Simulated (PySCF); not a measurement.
Ga(H)(Cl)(OMe) (CH₄ClGaO), SMILES C[O][GaH][Cl].

Coordinates come from a PBE0-D3(BJ)/def2-SVP optimisation. The structure was generated by enumeration; whether it is a known compound was not checked. One conformer was computed; it need not be the lowest.

All values below come from PBE/def2-TZVP in PySCF.

Symmetry labels are those of the subgroup Cs that the program uses (full group Cs).

Computed valence orbital energies around the gap with their symmetry:
| orbital | symmetry | energy (eV) |
|---|---|---|
| HOMO−7 | A" | -10.85 |
| HOMO−6 | A' | -10.79 |
| HOMO−5 | A' | -10.24 |
| HOMO−4 | A' | -8.67 |
| HOMO−3 | A" | -7.92 |
| HOMO−2 | A' | -7.62 |
| HOMO−1 | A' | -6.96 |
| HOMO | A" | -6.70 |
| LUMO | A" | -1.92 |
| LUMO+1 | A' | -1.40 |
| LUMO+2 | A' | 0.07 |
| LUMO+3 | A' | 1.28 |
